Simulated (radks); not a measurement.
Valence configurations of Ir II (all share [Xe]). Calculated with a radial shooting solver on a logarithmic mesh with Libxc functionals: scalar-relativistic Kohn-Sham, PBE, spin-polarised, spherical densities, point nucleus; open shells are filled with parallel spins first (spin-orbit coupling, left out, can overturn this in heavy ions). Energies are relative to 4f14 5d7 6s1; eigenvalues in eV for spin up.

| valence | E (eV) | moment (Bohr magnetons) | e(4f) | e(5d) | e(6p) | e(6s) |
|---|---|---|---|---|---|---|
| 4f14 5d7 6s1 | 0.000 | 4 | -70.458 | -16.237 | - | -14.324 |
| 4f14 5d8 | 0.357 | 2 | -67.485 | -13.832 | - | - |
| 4f14 5d5 6s1 6p2 | 15.011 | 8 | -80.185 | -24.022 | -10.721 | -18.783 |
| 4f13.5 5d7 6s1.5 | 30.345 | 4 | -77.747 | -17.988 | - | -14.823 |
| 4f13 5d8 6s1 | 60.542 | 4 | -81.747 | -17.288 | - | -14.387 |
| 4f13 5d7 6s2 | 63.620 | 4 | -85.280 | -19.846 | - | -15.329 |
| 4f13 5d7 6s1 6p1 | 69.146 | 6 | -86.798 | -21.418 | -9.364 | -16.825 |
| 4f13 5d6 6s2 6p1 | 73.961 | 6 | -90.566 | -24.107 | -9.866 | -17.797 |
| 4f13 5d6 6s1 6p2 | 79.258 | 8 | -91.921 | -25.482 | -10.855 | -19.047 |
| 4f12 5d6 6s2 6p2 | 160.32 | 8 | -108.15 | -29.826 | -11.485 | -20.265 |

NIST lists [Xe] 4f14 5d7 6s1 as the ground configuration; this level of theory agrees among the configurations tried. The energies are those of spherical high-spin densities, not of single terms.
